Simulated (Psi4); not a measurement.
cyclopentasilane (H10Si5), singlet, geometry from GFN2-xTB. Base run: CCSD(T)/STO-3G (Psi4).

Here is a job for Psi4.
```
memory 2 GB

molecule {
0 1
Si    0.89417552    1.27504538    1.23383194
Si    1.84705489   -0.65518290    0.32696139
Si    0.23760211   -1.69522418   -1.00879286
Si   -1.70023993   -0.39230054   -0.95029712
Si   -1.27859856    1.46770474    0.39832196
H     0.89674347    1.22968577    2.70132679
H     1.69637423    2.46618182    0.93006335
H     2.33852119   -1.55641725    1.37625952
H     3.05646552   -0.34046095   -0.44354549
H    -0.02599594   -3.06728188   -0.55816686
H     0.71891426   -1.87649521   -2.38377269
H    -2.84572076   -1.16314357   -0.45121847
H    -2.12116492    0.00564146   -2.29909414
H    -1.45003107    2.71786551   -0.35222064
H    -2.26402256    1.58382923    1.48001450
}

set {
  basis sto-3g
}

energy('ccsd(t)')
print_variables()
```

The base run was repeated with changes; each row names its change, and settings that it needs were set with it.

| change | ΔE vs base (mEh) | MP2 correlation (Eh) | basis functions | outcome |
|---|---|---|---|---|
| base | 0.000 | -0.20333 | 55 | converged |
| method = fno-ccsd(t) | - | - | 55 | stopped with an error |
| method = ccsd | 3.437 | -0.20333 | 55 | converged |
| method = lccd | - | - | 55 | stopped with an error |
| method = scs-mp2 | 54.446 | -0.20333 | 55 | converged |
| method = cepa(1) | - | - | 55 | stopped with an error |
| puream = off | 0.000 | -0.20333 | 55 | converged |
| method = dlpno-mp2 | 78.207 | -0.20322 | 55 | converged |
| method = mp3 | 26.465 | -0.20327 | 55 | converged |
| method = qcisd(t) | - | - | 55 | stopped with an error |

- method = fno-ccsd(t): ended with `Fatal Error: ndocc must be less than nvirt`
- method = lccd: ended with `Fatal Error: ndocc must be less than nvirt`
- method = cepa(1): ended with `Fatal Error: ndocc must be less than nvirt`
